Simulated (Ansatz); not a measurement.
`C[N](C)[Ge]([F])([N](C)C)[N](C)C`, relaxed with RKS PBE-D4/def2-SVP in Ansatz from a rough embedded geometry. The force threshold is 0.03 eV/Å; the program also tests the step.

The species carries charge 0 and has multiplicity 1.

Start:

```xyz
29

C    -1.091    0.550    2.177
N    -1.692    0.176    0.936
C    -2.584    1.236    0.546
Ge   -0.386   -0.025   -0.436
F    -1.101   -0.048   -1.963
N     0.563   -1.655   -0.109
C    -0.400   -2.669    0.296
C     1.173   -2.062   -1.411
N     0.783    1.461   -0.244
C     2.023    1.085    0.473
C     1.147    1.927   -1.593
H    -0.580    1.485    2.179
H    -1.845    0.515    3.057
H    -0.370   -0.289    2.553
H    -2.063    2.225    0.387
H    -3.441    1.363    1.290
H    -3.124    0.949   -0.438
H     0.118   -3.654    0.460
H    -0.814   -2.393    1.305
H    -1.213   -2.801   -0.369
H     1.925   -1.285   -1.705
H     1.795   -2.958   -1.265
H     0.438   -2.261   -2.201
H     1.785    0.661    1.471
H     2.665    1.991    0.585
H     2.614    0.280   -0.067
H     1.620    1.154   -2.203
H     1.811    2.781   -1.563
H     0.245    2.262   -2.148
```

Problem. By how much does the energy fall, and how many steps does the optimiser take? (Estimate.)

Solution. Ansatz gave: 29.50 kcal/mol, in 15 steps.

Problem. Which bonds change most? (An estimate is asked.)

Solution. Computed: Ge4–N6 from 1.914 to 1.820 Å; Ge4–F5 from 1.687 to 1.775 Å; N2–Ge4 from 1.905 to 1.841 Å; C1–H14 from 1.168 to 1.109 Å.

Problem. Give the relaxed structure. (Estimate.)

Solution. Computed: 
```xyz
29

C    -0.994    0.319    2.216
N    -1.482    0.432    0.854
C    -2.515    1.432    0.659
Ge   -0.353    0.001   -0.535
F    -1.359    0.307   -1.965
N     0.153   -1.730   -0.287
C    -0.764   -2.700    0.280
C     1.281   -2.290   -1.006
N     1.173    0.964   -0.903
C     2.206    1.037    0.113
C     1.115    2.108   -1.794
H    -0.556    1.270    2.612
H    -1.821    0.031    2.908
H    -0.215   -0.467    2.285
H    -2.196    2.460    0.965
H    -3.421    1.180    1.260
H    -2.813    1.466   -0.406
H    -0.263   -3.321    1.060
H    -1.622   -2.181    0.750
H    -1.166   -3.402   -0.491
H     1.881   -1.477   -1.460
H     1.943   -2.875   -0.325
H     0.960   -2.979   -1.825
H     2.199    0.121    0.740
H     2.098    1.919    0.796
H     3.216    1.111   -0.355
H     2.064    2.201   -2.373
H     0.965    3.079   -1.256
H     0.285    1.984   -2.515
```
